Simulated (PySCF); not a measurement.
Geometry:
```tsv
atom	x (Å)	y (Å)	z (Å)
C1	-1.794	1.971	0.026
C2	-0.563	1.632	0.383
Si3	0.226	-0.024	-0.003
C4	-0.812	-1.571	-0.211
C5	-2.042	-1.711	0.262
O6	1.264	0.114	-1.309
C7	2.548	-0.023	-0.985
O8	3.452	0.057	-1.756
C9	2.676	-0.298	0.526
O10	3.694	-0.481	1.116
O11	1.468	-0.300	1.085
H12	-2.430	1.298	-0.525
H13	-2.213	2.936	0.261
H14	0.030	2.353	0.937
H15	-0.371	-2.402	-0.754
H16	-2.608	-2.619	0.127
H17	-2.532	-0.923	0.809
```

PySCF calculation with shieldings: GIAO PBE0/pcSseg-1 and GFN2-xTB structure; rapidly exchanging positions averaged, relativity neglected, single conformer, isolated molecule.

Referencing at the same level of theory: TMS for ¹³C and ¹H and ²⁹Si; ¹⁷O vs H2O.

```
  atoms  nucleus  count  δ (ppm)
H13/H16       ¹H      2     6.91
  C1/C5      ¹³C      2        ?
  C7/C9      ¹³C      2    157.8
H14/H15       ¹H      2        ?
 O8/O10      ¹⁷O      2    469.2
H12/H17       ¹H      2        ?
    Si3     ²⁹Si      1    -16.7
 O6/O11      ¹⁷O      2    217.4
  C2/C4      ¹³C      2    136.3
```

Question: Estimate the values marked ?.

Answer: 
- C1/C5: 152.5 ppm, terminal =CH2 carbon; an sp2 carbon of a C=C bond
- H12/H17: 6.52 ppm, hydrogen on a terminal =CH2 carbon; olefinic region
- H14/H15: 6.39 ppm, hydrogen on an alkene CH; a vinylic proton, deshielded by the sp2 carbon and the C=C anisotropy

Shifts are as computed. Against solution values, carbons near 30 ppm lie about +3 ppm off and those near 130 ppm about +5 ppm. Of 1211 compounds with measured shifts, 218 miss one by over three times the rms of a fit or turn the order of signals round; such compounds aren't used in these exercises. Unscaled 17O shifts of doubly bonded oxygen tend to come out too high, by tens of ppm or more. Experimental scales use liquid or dissolved standards, which lie at an offset from isolated H2O (liquid H2O: subtract about 36 ppm).
